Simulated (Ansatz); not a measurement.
Cost and result for the atomization energy of FH₃Sb₂ (`[F][SbH][SbH2]`) (6 atoms, 5 bonds).

Total charge 0; spin multiplicity 1. Correlated methods include outer-core shells of Sb, which these sets cover unevenly. Sb: def2 effective core potential. All single points use the PBE0-D4/def2-TZVP geometry. Program: Ansatz. All runs use 2 threads of an Arm Neoverse V1 on a shared host. Times are those of one run each, without the atoms' runs, and a repeat can differ threefold. Electronic energies, without spin–orbit coupling; frozen cores. CCSD(T)/CBS adds CCSD(T) − MP2 in def2-TZVPP to the MP2 limit, and its time is that of the two runs behind it. T1 = 0.015. With those shells the extrapolation isn't a true limit. B3LYP takes the VWN-RPA correlation (the form of Gaussian; ORCA's B3LYP/G). HSE06 is the plane-wave form, built on full-range PBE exchange.

CCSD(T)/CBS is a level of theory with its own doubt, some kJ/mol a heavy atom from the limit and from the frozen cores, so smaller differences don't rank the functionals.

```
                             level  functions  wall time
              revPBE-D4/def2-TZVPP        173      2.4 s
                BLYP-D4/def2-TZVPP        173      2.4 s
               HSE06-D4/def2-TZVPP        173      3.8 s
           CAM-B3LYP-D4/def2-TZVPP        173      4.1 s
 B3LYP-D4/def2-TZVPP (with forces)        173      5.5 s
r2SCAN-D4/def2-TZVPP (with forces)        173        6 s
                  CCSD(T)/def2-SVP         81      6.5 s
                ωB97X-V/def2-TZVPP        173      8.5 s
                 B97M-V/def2-TZVPP        173       11 s
  ωB97M-V/def2-TZVPP (with forces)        173       15 s
                    MP2/def2-QZVPP        311       16 s
                CCSD(T)/def2-TZVPP        173    2.3 min
                 CCSD(T)/CBS(def2)          –    2.5 min
```

Question: What atomization energy does each give, and how far from CCSD(T)/CBS? (An estimate is asked.)

Answer: Computed: 
```csv
level,atomization (kcal/mol),difference from CCSD(T)/CBS,per bond
revPBE-D4/def2-TZVPP,327.9,-6.4,-1.3
BLYP-D4/def2-TZVPP,343.8,9.5,1.9
HSE06-D4/def2-TZVPP,323.5,-10.8,-2.2
CAM-B3LYP-D4/def2-TZVPP,334.9,0.6,0.1
B3LYP-D4/def2-TZVPP (with forces),337.1,2.8,0.6
r2SCAN-D4/def2-TZVPP (with forces),328.3,-6.0,-1.2
CCSD(T)/def2-SVP,282.1,-52.2,-10.4
ωB97X-V/def2-TZVPP,339.3,5.0,1.0
B97M-V/def2-TZVPP,341.2,6.9,1.4
ωB97M-V/def2-TZVPP (with forces),327.9,-6.4,-1.3
MP2/def2-QZVPP,319.7,-14.6,-2.9
CCSD(T)/def2-TZVPP,315.4,-18.9,-3.8
CCSD(T)/CBS(def2),334.3,0.0,0.0
```

At CCSD(T), def2-SVP lies −52.2 kcal/mol from the extrapolated value and def2-TZVPP −19.0 kcal/mol: correlation converges slowly with the basis, and small sets miss more of it in the bonded molecule than in its fragments. From PBE to PBE0 (25 % exact exchange), in def2-TZVPP and without D4, the atomization energy moves by −14.6 kcal/mol: exact exchange takes away binding that semilocal exchange gives to molecules. The D4 term adds +5.8 kcal/mol with B3LYP and +3.0 kcal/mol with PBE0; it sums over pairs of atoms, weighted by their polarisabilities, and B3LYP, whose exchange is more repulsive, gets the larger term.
